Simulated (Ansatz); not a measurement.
`C[N](C)[GeH]` → `C1[CH2][GeH2][NH]1`  (isomerisation)

Calculated with Ansatz (gas phase, PBE0-D4/def2-TZVP geometries, no zero-point term in ΔE). CCSD(T)/CBS adds triple-zeta CCSD(T) − MP2 to the extrapolated MP2 energy (def2 sets, frozen cores). DFT in def2-TZVPP. For Ge outer-core shells are correlated without core-valence functions, which leaves a few kJ/mol of doubt a bond. Scalar relativity is left out up to krypton.

`C[N](C)[GeH]`:

Z-matrix (Å, degrees):
```
C
N 1 1.445
H 1 1.098 2 111.1
H 1 1.098 2 111.1 3 -119.5
H 1 1.091 2 110.5 3 120.2
C 2 1.443 1 112.4 3 59.6
Ge 2 1.823 1 119.9 3 -120.4
H 6 1.098 2 110.9 1 -59.9
H 6 1.088 2 110.3 1 179.6
H 6 1.098 2 110.9 1 59.1
H 7 1.602 2 93.2 1 -180.0
```

`C1[CH2][GeH2][NH]1`:

```xyz
11

C     0.089    0.522    0.974
C     0.334   -0.932    0.508
Ge   -0.206   -0.328   -1.285
N     0.080    1.228   -0.319
H    -0.867    0.587    1.511
H     0.869    0.900    1.646
H    -0.269   -1.689    1.005
H     1.384   -1.221    0.551
H    -1.663   -0.635   -1.713
H     0.715   -0.507   -2.507
H    -0.466    2.075   -0.370
```

(1) Is it downhill or uphill in electronic energy at CCSD(T)/CBS, and by how much? (Estimate.)

(2) What do these levels give: BLYP-D4, r2SCAN-D4, LC-ωPBE, CCSD/def2-SVP, MP2/def2-TZVPP, MP2/CBS(def2)? (An estimate is asked.)

Largest T1 diagnostic among the species: 0.016.

Results:

(1) The calculation gave: Uphill: ΔE = +10.6 kJ/mol.

(2) The calculation gave: BLYP-D4 52.5, r2SCAN-D4 12.0, LC-ωPBE -13.9, CCSD/def2-SVP 31.0, MP2/def2-TZVPP -4.8, MP2/CBS(def2) 0.8 kJ/mol.

Leaving LDA and LC-ωPBE aside and taking each functional with its dispersion term where it has one, the values, not all of them listed here, spread over 59.7 kJ/mol, from PBE-QIDH to BLYP-D4. LDA lies −11.7 kJ/mol from PBE without D4. From r2SCAN to r2SCAN0 (25 % exact exchange), in def2-TZVPP and without D4, ΔE moves by −8.8 kJ/mol. At CCSD(T), def2-SVP lies +23.0 kJ/mol from the extrapolated value and def2-TZVPP −5.6 kJ/mol.
